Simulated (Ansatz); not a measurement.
Stepwise reaction of `[CH3][In]([CH3])[F]` with hydrogen chloride, as a gas-phase model of exchange steps in deposition or etching. ΔE in kJ/mol; ΔG adds harmonic PBE0-D4 terms to CCSD(T)/CBS, at 1 bar.

Isolated molecules relaxed with PBE0-D4/def2-TZVP in Ansatz; ΔE leaves out vibrations. CCSD(T)/CBS is the MP2 limit (def2-TZVPP, def2-QZVPP) plus CCSD(T) − MP2 in def2-TZVPP, frozen cores. This one scheme is used for every species. Functionals use def2-TZVPP. B3LYP here is the variant with VWN-RPA as its local correlation; programs differ in this. def2 core potentials past Kr. For In outer-core shells are correlated without core-valence functions, which leaves a few kJ/mol of doubt a bond.

| step | reaction | PBE-D4 | B3LYP-D4 | ωB97M-V | CCSD(T)/CBS | ΔG(600 K) |
| --- | --- | --- | --- | --- | --- | --- |
| 1 | `[CH3][In]([CH3])[F]` + HCl → `[CH3][In]([F])[Cl]` + CH₄ | -134.4 | -141.8 | -138.7 | -136.2 | -120.1 |

(1) Give the row of step 2, `[CH3][In]([F])[Cl]` + HCl → `[F][In]([Cl])[Cl]` + CH₄. (Estimate.)

(2) By hand: ΔE of the 2 steps together at CCSD(T)/CBS.

Answers

(1) The calculation gave: 
```json
{"step": "2", "reaction": "`[CH3][In]([F])[Cl]` + HCl → `[F][In]([Cl])[Cl]` + CH₄", "PBE-D4": "-100.9", "B3LYP-D4": "-107.6", "ωB97M-V": "-106.2", "CCSD(T)/CBS": "-104.1", "ΔG(600 K)": "-78.9"}
```

(2) (-136.2) + (-104.1) = -240.3 kJ/mol, or -120.1 kJ/mol a step.

In ΔE each step is higher than the one before. All are downhill at CCSD(T)/CBS. ΔG lies between -120.1 and -78.9 kJ/mol a step. PBE-D4 differs from CCSD(T)/CBS by 1.8 to 3.2 kJ/mol a step. Isolated molecules leave out the surface, adducts and barriers. Largest T1 diagnostic: 0.014.
